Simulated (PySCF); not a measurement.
SeHCl, SMILES Cl[SeH]. Coordinates come from a B3LYP-D3(BJ)/def2-TZVP optimisation.

Computed equilibrium geometry at B3LYP-D3(BJ)/def2-TZVP (PySCF confirms it by a frequency run) as Cartesian coordinates in Å, and its point group:
point group Cs.
```xyz
3

Se    -0.0447     0.7129     0.0000
H      1.4225     0.8642     0.0000
Cl     0.0058    -1.4766     0.0000
```
Charge 0, spin multiplicity 1.
